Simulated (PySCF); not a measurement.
In(H)(F)(OEt) (C2H6FInO), SMILES CC[O][InH][F].

The structure is a stationary point at B3LYP-D3(BJ)/def2-SVP. The structure was generated by enumeration; whether it is a known compound was not checked. The def2 effective core potentials stand for the cores of In; spin–orbit coupling is left out. Other conformers were not sampled.

Level of theory: PySCF with HF/def2-TZVP.

Gas-phase values at a fixed geometry.

Estimate the frontier levels, gap, dipole moment and polarisability. (An estimate is asked for; the answer gives what the named calculation found.)


```
Quantity                                                                                                        Value
---------------------------------------------------------------------------------------------  ----------------------
highest occupied level                                                                                      -11.44 eV
lowest empty level                                                                                            0.79 eV
orbital gap                                                                                                  12.22 eV
dipole moment                                                                                                  2.01 D
quadrupole, principal values (traceless, Buckingham form, about the centre of nuclear charge)  -14.66, 6.27, 8.39 D·Å
mean static polarisability                                                                       54.6 bohr³ (8.09 Å³)
polarisability, principal values                                                               46.1, 50.5, 67.2 bohr³
```
